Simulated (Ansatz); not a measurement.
Reaction (silylene formation by 1,1-elimination): `F[SiH]([SiH3])O[SiH3]` → `F[SiH3]` + `[SiH]O[SiH3]`

Program: Ansatz. Geometries: PBE0-D4/def2-TZVP. ΔE: electronic, gas phase. CCSD(T)/CBS is the MP2 limit (def2-TZVPP, def2-QZVPP) plus CCSD(T) − MP2 in def2-TZVPP, frozen cores. This one scheme is used for every species. Functionals use def2-TZVPP. B3LYP here is the variant with VWN-RPA as its local correlation; programs differ in this. Each species was taken in one conformer, which may not be the lowest.

`F[SiH]([SiH3])O[SiH3]`:

Z-matrix (Å, degrees):
```
Si
Si 1 2.346
O 1 1.623 2 111.3
F 1 1.601 2 108.0 3 -119.2
H 1 1.482 2 114.4 3 122.2
H 2 1.488 1 109.4 3 -59.1
H 2 1.487 1 110.0 3 -178.8
H 2 1.487 1 110.3 3 60.7
Si 3 1.640 1 148.0 2 -40.3
H 9 1.487 3 109.7 1 29.9
H 9 1.483 3 109.7 1 -90.5
H 9 1.482 3 108.2 1 149.5
```

`F[SiH3]`:

Z-matrix (Å, degrees):
```
Si
F 1 1.600
H 1 1.482 2 108.3
H 1 1.482 2 108.3 3 -120.0
H 1 1.482 2 108.3 3 120.0
```

`[SiH]O[SiH3]`:

Z-matrix (Å, degrees):
```
Si
O 1 1.652
H 1 1.483 2 108.5
H 1 1.486 2 109.8 3 120.4
H 1 1.483 2 108.5 3 -119.2
Si 2 1.645 1 142.3 3 -121.3
H 6 1.549 2 97.6 1 0.1
```

```tsv
level	ΔE (eV)	difference from CCSD(T)/CBS
revPBE-D4	2.21	0.03
r2SCANh-D4	2.42	0.24
BHLYP-D4	2.24	0.06
CAM-B3LYP-D4	2.19	0.01
PBE-QIDH	2.34	0.16
r2SCAN	2.38	0.20
B3LYP	1.97	-0.21
CCSD(T)/def2-SVP	1.98	-0.20
CCSD/def2-TZVPP	2.08	-0.10
HF/def2-QZVPP	1.98	-0.20
CCSD(T)/CBS	2.18	0
```

Largest T1 diagnostic among the species: 0.014.

At CCSD(T), def2-SVP lies −0.19 eV from the extrapolated value and def2-TZVPP −0.07 eV. In def2-TZVPP, CCSD(T) changes the Hartree–Fock value by +0.12 eV (the triples alone add +0.03 eV) and MP2 by +0.21 eV. The D4 term adds +0.16 eV with B3LYP and +0.09 eV with PBE0; it sums over pairs of atoms, weighted by their polarisabilities, and B3LYP, whose exchange is more repulsive, gets the larger term.
